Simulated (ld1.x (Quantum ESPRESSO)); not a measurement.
Which change was made? (Te, TM)

```json
{
 "Element": "Te (Z = 52)",
 "Generator": "ld1.x (Quantum ESPRESSO) 7.5",
 "Type": "norm-conserving Troullier–Martins (Kleinman–Bylander form)",
 "Functional": "PBE",
 "Relativity": "scalar-relativistic",
 "Frozen core": "[Kr]",
 "Valence charge": "16",
 "Reference configuration": "4d10 5s1 5p5",
 "Partial waves": "5p (bound): rc 2.10 bohr; 4d (bound): rc 1.25 bohr; 5s (bound): rc 1.95 bohr",
 "Local potential": "the s channel",
 "Core correction": "none"
}
```

Cutoffs, loose and tight: the cutoffs (Ry, on a coarse ladder) from which the occupation-weighted sum of valence levels, in a spherical-Bessel basis at the reference potential, stays within 10 and 1 mRy of its value at 400 Ry. They do not see the model core or the augmentation charge, which bear on the density cutoff. Test errors are all-electron minus pseudo excitation energies from the reference, over the configurations 4d10 5s2 5p4; 4d10 5s2 5p3; 4d10 5s2 5p2; 4d10 5s1 5p4; 4d9 5s2 5p4; 4d10 5s2 5p0; 4d10 5s2 5p1; variants that change the core or the reference have their own tests.

The base gives: outcome: generated; cutoff, loose: 110 Ry; cutoff, tight: 180 Ry; bound ghosts: none; largest test error (meV): -353.

After one change the result is: outcome: generated; cutoff, loose: 90 Ry; cutoff, tight: 140 Ry; bound ghosts: none; largest test error (meV): +138. Which change was it?
A. all radii scaled by about 0.75 (s 1.46, p 1.58, d 0.94 bohr)
B. all radii scaled by about 1.17 (s 2.28, p 2.46, d 1.46 bohr)
C. all radii scaled by about 1.39 (s 2.72, p 2.92, d 1.74 bohr)

C. The others give: all radii scaled by about 1.17 (s 2.28, p 2.46, d 1.46 bohr) → outcome: generated; cutoff, loose: 100 Ry; cutoff, tight: 160 Ry; bound ghosts: none; largest test error (meV): -211 | all radii scaled by about 0.75 (s 1.46, p 1.58, d 0.94 bohr) → outcome: generated; cutoff, loose: 120 Ry; cutoff, tight: 200 Ry; bound ghosts: p; largest test error (meV): -196.
